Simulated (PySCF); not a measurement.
What does the PBE0-D3(BJ)/def2-SVP structure of 4-cyanopyridine N-oxide (`N#CC1=CC=[N+]([O-])C=C1`) look like in three dimensions?

```
atom  x, y, z in Å
N1     3.8660   -0.3180   -0.2933
C2     2.7204   -0.1369   -0.2697
C3     1.3120    0.0855   -0.2409
C4     0.4044   -0.9850   -0.2218
C5    -0.9510   -0.7507   -0.1940
N6    -1.4633    0.5243   -0.1840
O7    -2.6907    0.7175   -0.1587
C8    -0.5829    1.5790   -0.2026
C9     0.7788    1.3838   -0.2306
H10    0.7603   -2.0162   -0.2286
H11   -1.7151   -1.5267   -0.1779
H12   -1.0703    2.5529   -0.1930
H13    1.4353    2.2549   -0.2445
```

Orientation and origin are arbitrary. Atoms count from 1 in this order. The C–N distances run from 1.160 Å (N1≡C2, drawn triple) to 1.374 Å (N6–C8, aromatic), a spread of 0.214 Å. The 9 heavy atoms lie in one plane (0.000 Å rms). The 5 C–C bonds span 1.376 Å (C4–C5, aromatic) to 1.426 Å (C2–C3, drawn single), a spread of 0.050 Å. N6 (N-oxide nitrogen) is planar (angles 120.9°, 120.8° and 118.2°, sum 360.0°, 0.00 Å off the plane of its three neighbours).

Bonds between heavy atoms (Å): N1≡C2 1.160, C2–C3 1.426, C3–C4 1.404, C4–C5 1.376, C5–N6 1.374, N6–O7 1.243, N6–C8 1.374, C8–C9 1.376, C3–C9 1.404.

Theory: PySCF, PBE0-D3(BJ)/def2-SVP geometry optimisation, gas phase.

Point group: C2v (every atom within 0.08 Å of its image). Whether it is a minimum is left open (no frequencies).

The run took 36 s of wall time on one thread, Arm Neoverse V2 (aarch64), shared host with 96 logical CPUs at a one-minute load of 12, and the process peaked at 0.72 GiB of memory. That covers the optimisation of the geometry.
